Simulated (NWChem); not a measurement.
System: C$_{3}$H$_{3}$BF$_{2}$; SMILES FB1CC=C1F

NWChem input:

```
start job
memory heap 200 mb stack 900 mb global 1100 mb
geometry units angstroms noautoz
  F     -1.099805     1.737190     0.005753
  B     -0.191701     0.787481    -0.008572
  C      1.408202     0.763592    -0.007779
  C      1.168231    -0.745215     0.012862
  C     -0.183354    -0.760840    -0.004969
  F     -1.016773    -1.782274    -0.002706
  H      1.921814     1.138764    -0.908656
  H      1.921252     1.166490     0.881467
  H      1.895689    -1.565535     0.037955
end
basis spherical
  * library def2-svp
end
dft
  xc becke88 lyp
  iterations 150
  mulliken
end
task dft energy
```

Structure relaxed at the PBE0/def2-SVP level.

Q: Predict the main results of this run. (BLYP/def2-SVP.) Quantities: energy (Ha); highest occupied level (eV); orbital gap (eV); dipole (D).

A: 
```
Quantity                       Value
---------------------------  -------
energy (Ha)                  -340.32
highest occupied level (eV)    -6.26
orbital gap (eV)                4.23
dipole (D)                      1.46
```
